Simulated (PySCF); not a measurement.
Homolysis of single bonds, series B I-H. Isolated molecules, 0 K electronic values unless said otherwise. Strings in code marks are SMILES.

The dipole moment from two functionals at the same geometries (PBE0-D3(BJ)/def2-TZVP), both in PySCF: PBE-D3(BJ)/def2-TZVP and PBE0-D3(BJ)/def2-TZVP. 

| species | PBE-D3(BJ)/def2-TZVP (D) | PBE0-D3(BJ)/def2-TZVP (D) |
|---|---|---|
| whole molecule (`IB(I)I`) | 0.00 | 0.00 |
| radical fragment (`I[B]I`) | 0.73 | 0.61 |
| radical fragment (`[I]`) | 0.00 | 0.00 |
| whole molecule (`B(I)I`) | 0.01 | 0.13 |
| radical fragment (`[BH]I`) | 0.68 | 0.52 |
| whole molecule (`BI`) | 0.15 | 0.39 |
| radical fragment (`[BH2]`) | 0.51 | 0.50 |
| whole molecule (`B`) | 0.00 | 0.00 |

Over these rows, drawn at random from the members with no instability flagged (it was tested for open shells, ions and some series alone), PBE minus PBE0-D3(BJ): mean -0.01 D, from -0.24 D to +0.16 D.
